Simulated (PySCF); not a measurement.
Compound: SnCl2(nBu)2, C8H18Cl2Sn.
Cartesian coordinates in Å at the PBE0-D3(BJ)/def2-SVP level; atoms count from 1:
```
atom  x, y, z in Å
Sn1    0.3847   -0.0127    0.4284
Cl2    0.5345    0.0512    2.7889
Cl3    2.6210   -0.0313   -0.3452
C4    -0.3677    1.9035   -0.1672
C5     0.5468    3.0171    0.3302
C6     0.1224    4.4147   -0.1181
C7    -1.2277    4.8666    0.4169
H8    -0.4345    1.8900   -1.2679
H9    -1.3918    1.9853    0.2298
H10    0.5952    2.9842    1.4329
H11    1.5735    2.8245   -0.0227
H12    0.8997    5.1276    0.2048
H13    0.1192    4.4540   -1.2221
H14   -1.4570    5.8963    0.1038
H15   -2.0493    4.2277    0.0569
H16   -1.2469    4.8410    1.5186
C17   -0.3779   -1.9486   -0.0858
C18    0.5238   -3.0509    0.4594
C19    0.0603   -4.4625    0.1026
C20    0.0967   -4.7789   -1.3850
H21   -1.4024   -2.0209    0.3142
H22   -0.4448   -1.9657   -1.1853
H23    1.5526   -2.9008    0.0879
H24    0.5817   -2.9568    1.5567
H25    0.7037   -5.1793    0.6403
H26   -0.9597   -4.6214    0.4954
H27   -0.1960   -5.8218   -1.5789
H28   -0.5889   -4.1386   -1.9625
H29    1.1091   -4.6355   -1.7962
```

Method: PySCF, TDDFT CAM-B3LYP/def2-SVPD, vertical, gas phase, core orbitals frozen in the response, def2 core potentials past Kr. Spin–orbit coupling is left out.

Ground-to-excited transition dipoles (e·a0, same axes as the geometry; the sign carries no meaning), for the states with f of 0.002 or more among the lowest 8:

```tsv
state	E (hartree)	μx	μy	μz
S1	0.2307	-0.011	1.094	-0.011
S2	0.2414	0.305	-0.006	-0.314
S4	0.2470	0.544	0.017	0.462
S5	0.2519	-0.018	1.371	0.000
S6	0.2580	-0.005	-0.438	-0.011
S7	0.2649	0.003	0.227	-0.003
S8	0.2746	-0.340	-0.015	-0.275
```

What oscillator strength does each state have?

f = (2/3) ΔE |μ|² with ΔE in hartree (27.2114 eV).

```csv
state,|μ|² (au),|μ| (D),f
S1,1.198,2.78,0.184
S2,0.192,1.11,0.031
S4,0.509,1.81,0.084
S5,1.880,3.49,0.316
S6,0.192,1.11,0.033
S7,0.051,0.58,0.009
S8,0.191,1.11,0.035
```

What angle do the transition dipoles of S4 and S5 make?

|cos θ| = |μa·μb| / (|μa| |μb|) = 0.01, so θ ≈ 89° (taken between 0 and 90°, since the signs are arbitrary).

How is the summed strength of these states shared among x, y and z?

(2/3) Σ ΔE μα² gives 0.085 for x, 0.542 for y and 0.065 for z, 0.692 in all.

What peak molar absorption coefficient would the strongest computed level give as a lone Gaussian band 0.5 eV wide at half height?

ε(max) = 2.175×10⁸ f / FWHM, with the width in cm⁻¹. S5: 2.175×10⁸ × 0.3158 / 4033 ≈ 17000 L mol⁻¹ cm⁻¹.

On 2 threads, INTEL XEON PLATINUM 8581C at 2.10 GHz (x86_64), on a shared host, this took 3.3 min wall, 7.1 min CPU (grids of density and orbitals included) and 3.8 GiB of memory at its peak.

One conformer stands for the species.
